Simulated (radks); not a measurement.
Problem. Radial electron density D(r) = 4 pi r^2 rho(r) of an atom or ion with 49 electrons. All-electron calculation, Dirac Kohn-Sham, LDA (Slater exchange, Perdew-Zunger correlation), spin-unpolarised, spherical densities, point nucleus. Program: a radial shooting solver on a logarithmic mesh with Libxc functionals.

```
   r/bohr * D(r) (the largest magnitude, 84.1, reaches the edge; | marks zero)
  0.00308 |      *
 0.003557 |        *
 0.004108 |          *
 0.004745 |             *
  0.00548 |                *
 0.006328 |                   *
  0.00725 |                      *
 0.008373 |                          *
  0.00967 |                              *
  0.01117 |                                  *
   0.0129 |                                     *
   0.0149 |                                        *
   0.0172 |                                          *
  0.01987 |                                           *
  0.02294 |                                          *
  0.02629 |                                         *
  0.03036 |                                       *
  0.03506 |                                     *
  0.04049 |                                     *
  0.04676 |                                      *
    0.054 |                                          *
  0.06237 |                                              *
  0.07203 |                                                   *
  0.08318 |                                                      *
   0.0953 |                                                      *
   0.1101 |                                                  *
   0.1271 |                                            *
   0.1468 |                                       *
   0.1695 |                                      *
   0.1958 |                                        *
   0.2261 |                                           *
   0.2611 |                                             *
   0.3016 |                                         *
   0.3455 |                                  *
    0.399 |                        *
   0.4608 |                *
   0.5322 |             *
   0.6146 |              *
   0.7098 |               *
   0.8198 |               *
   0.9467 |            *
    1.093 |         *
    1.253 |      *
    1.447 |   *
    1.671 |  *
     1.93 | *
    2.228 |*
    2.574 |*
    2.972 |*
    3.432 *
    3.964 *
    4.542 *
    5.245 *
    6.057 *
    6.996 *
```

What is the nuclear charge?

Solution. Z = 51. The innermost maximum, from 1s, lies near gamma/Z bohr with gamma = sqrt(1 - (Z/c)^2) = 0.928, here 0.0182 bohr (found: 0.0200), and its height grows with Z. The density is that of the antimony ion Sb2+ in [Kr] 4d10 5s2 5p1; the configuration itself is not fixed sharply by these data, and Z only to a few units. D(r) has 4 maxima, at r = 0.0200, 0.0880, 0.257, 0.751 bohr, and minima at 0.0392, 0.168, 0.550 bohr, inside which lie 2.03, 11.19, 29.00 electrons.
